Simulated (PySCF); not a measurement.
# What a mistake does to a calculation on GeH6NOSi

All numbers below are calculated, not measured. They come from PySCF 2.14.0, an open-source quantum chemistry program, on an isolated molecule that a program drew, which may never have been made. The molecule is GeH6NOSi (charge 0, doublet), drawn as the SMILES string `N[Si](O)[GeH3]`.

Each row is a Hartree-Fock (HF) and frozen-core CCSD(T) single point in the cc-pV(D+d)Z basis, meant for a local HF minimum. Run 1 is clean. Each other run has one planted mistake out of seven kinds, and not every kind appears here: one electron removed, one electron added, multiplicity raised by two, geometry at a saddle point, minimal basis STO-3G, one bond length entered in bohr, all coordinates scaled. The reference is restricted for singlets and unrestricted otherwise, and also for a bond in bohr. Adding or removing an electron swaps singlet and doublet. Electrons count all cores. HOMO and LUMO are orbital energies over both spins, the gradient is its largest component, and the lowest frequency (negative if imaginary) is given only where the gradient is small. Bond lengths are over the 9 bonds as drawn. T1 is the CCSD diagnostic: over 0.02 (restricted) or 0.045 (unrestricted) a single reference is doubtful. Germanium has the cc-pVDZ-PP basis, with a core potential (ECP10MDF) in place of its 10 inner electrons, and its 3s, 3p and 3d shells are frozen in CCSD(T).

Geometry of the clean run:
```xyz
10
GeH6NOSi, angstrom
N    -2.3093   -0.2278    1.1316
Si   -0.7376    0.3507    0.7045
O    -0.8859    1.1274   -0.7523
Ge    0.7303   -1.5728    0.5812
H    -2.4016   -0.8596    1.9065
H    -3.0783    0.4194    1.1294
H    -1.4215    0.7165   -1.4174
H     0.6323   -2.3938    1.8776
H     2.1884   -1.1271    0.4178
H     0.3825   -2.5042   -0.5926
```

| run | electrons | basis functions | <S^2> | HOMO (eV) | LUMO (eV) | gradient (hartree/bohr) | lowest frequency (cm^-1) | mean bond (Å) | longest bond (Å) | T1 | HF (hartree) | CCSD(T) (hartree) | mistake |
|---|---|---|---|---|---|---|---|---|---|---|---|---|---|
| 1 | 67 | 104 | 0.759 | -7.84 | 1.96 | 3.5e-05 | 88 | 1.4861 | 2.423 | 0.0155 | -715.15531 | -715.75424 | no fault |
| 2 | 66 | 104 | 0.000 | -16.76 | -5.80 | 6.0e-02 | - | 1.4861 | 2.423 | 0.0195 | -714.90265 | -715.50719 | one electron removed |
| 3 | 68 | 104 | 0.000 | -0.03 | 8.57 | 6.8e-02 | - | 1.4861 | 2.423 | 0.0139 | -715.11696 | -715.74548 | one electron added |
| 4 | 67 | 104 | 3.764 | -2.82 | -0.95 | 9.2e-02 | - | 1.4861 | 2.423 | 0.0353 | -714.91704 | -715.49747 | multiplicity raised by two |
| 5 | 67 | 104 | 0.840 | -8.62 | 0.87 | 1.3e-02 | - | 1.7256 | 4.578 | 0.0268 | -715.11014 | -715.71077 | ? |

**Which mistake was planted in run 5, and what did it cost?**

The mean bond changes by a factor of 1.161 and the longest by 1.889, so the molecule wasn't scaled as a whole. A length L in bohr read as angstrom grows by (1/0.5292 - 1) L = 0.890 L. The 9 bonds together grew by 9 x 0.2395 = 2.156 Å, which gives L = 2.423 Å. That is bond Si2-Ge4, 2.423 Å in the clean geometry. So the mistake is: one bond length entered in bohr. Subtracting run 1 and multiplying by 627.51 kcal/mol a hartree, the energy moved by 28.3 kcal/mol in HF and 27.3 kcal/mol in CCSD(T).

Cautions from the logs. Run 3: the added electron raises the CCSD(T) energy, so it isn't bound in this basis.
